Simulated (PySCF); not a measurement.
Match each property card to its molecule.

Structures:
1. `CCCSC`
2. `FB1CCCCC1`
3. `NC[C@@H]1CCC[SiH2]C1`
4. `O=C1CCC2=CC=CC=C12`

Card P (geometry PBE0-D3(BJ)/def2-SVP):
* Rotational constants A, B, C: 2.769, 1.134, 0.919 GHz
* Static isotropic polarisability (B3LYP/def2-SVPD): 106.4 au
* Point group: C1
* Lowest triplet excitation (Tamm–Dancoff) (TDA B3LYP/def2-SVPD): 5.73 eV
* Lowest singlet excitation (TDDFT B3LYP/def2-SVPD): 5.98 eV (207 nm, f = 0.009)
* Isotropic shieldings of nuclei other than C and H, by class (GIAO B3LYP/pcSseg-1): 233 (1 N), 377 (1 Si) ppm

Card Q (geometry PBE0-D3(BJ)/def2-SVP):
* Rotational constants A, B, C: 4.112, 2.183, 1.529 GHz
* Static isotropic polarisability (B3LYP/def2-SVPD): 70.6 au
* Largest of the computed one-bond spin–spin couplings (means over like bonds) (B3LYP/pcJ-1, spin–dipole term left out for some pairs): 19F–11B -175.5, 13C–1H +132.1 (×4), 13C–1H +130.5 (×2), 13C–1H +121.2 (×4), 13C–11B +58.0 (×2), 13C–13C +35.3 (×2), 13C–13C +34.0 (×2) Hz
* Dipole moment (B3LYP/def2-SVPD): 1.49 D
* HOMO energy (B3LYP/def2-SVPD): -7.67 eV

Card R (geometry PBE0-D3(BJ)/def2-SVP):
- Rotational constants A, B, C: 2.563, 1.267, 0.857 GHz
- Static isotropic polarisability (CAM-B3LYP/def2-SVPD): 103.3 au
- Lowest singlet excitation (TDDFT CAM-B3LYP/def2-SVPD): 3.96 eV (313 nm, f = 0.000)
- HOMO energy (CAM-B3LYP/def2-SVPD): -8.65 eV
- Lowest triplet excitation (Tamm–Dancoff) (TDA CAM-B3LYP/def2-SVPD): 3.52 eV
- 13C chemical shifts (computed TMS as zero) by class (GIAO KT3/pcSseg-1): 190.2 (1 C), 146.9 (1 C), 128.9 (1 C), 127.0 (1 C), 120.9 (1 C), 120.8 (1 C), 117.9 (1 C), 35.7 (1 C), 28.5 (1 C) ppm

Card S (geometry PBE0-D3(BJ)/def2-SVP):
- Rotational constants A, B, C: 8.846, 1.846, 1.667 GHz
- Static isotropic polarisability (B3LYP/def2-SVPD): 74.0 au
- Lowest singlet excitation (TDDFT B3LYP/def2-SVPD): 5.31 eV (234 nm, f = 0.000)
- Dipole moment (B3LYP/def2-SVPD): 1.71 D
- 13C chemical shifts (computed TMS as zero) by class (GIAO PBE0/pcSseg-1): 40.3 (1 C), 25.7 (1 C), 18.7 (1 C), 15.7 (1 C) ppm

All species are isolated and taken at one optimised geometry, non-relativistic unless stated. Electronic properties by PySCF. NMR classes are plain means over equivalent atoms (diastereotopic ones count apart unless rotation or inversion swaps them), as if these changed places fast.

Which card belongs to which structure?

P = 3, Q = 2, R = 4, S = 1. What ties each card to its structure:
- 1 (card S), C4H10S, monoisotopic mass 90.1 u, 5 heavy atoms: 4 C in 4 classes; the least shielded carbon (40.3 ppm) is an sp3 carbon bound to sulfur; an asymmetric top with C = 1.667 GHz, the highest such constant on the cards; polarisability 74.0 au for 50 electrons; dipole 1.71 D.
- 2 (card Q), C5H10BF, monoisotopic mass 100.1 u, 7 heavy atoms: an asymmetric top with C = 1.529 GHz; polarisability 70.6 au for 54 electrons; dipole 1.49 D.
- 3 (card P), C6H15NSi, monoisotopic mass 129.1 u, 8 heavy atoms: an asymmetric top with C = 0.919 GHz; polarisability 106.4 au for 72 electrons.
- 4 (card R), C9H8O, monoisotopic mass 132.1 u, 10 heavy atoms: 9 C in 9 classes; the least shielded carbon (190.2 ppm) is a ketone carbonyl carbon; an asymmetric top with C = 0.857 GHz, the lowest such constant on the cards; polarisability 103.3 au for 70 electrons.
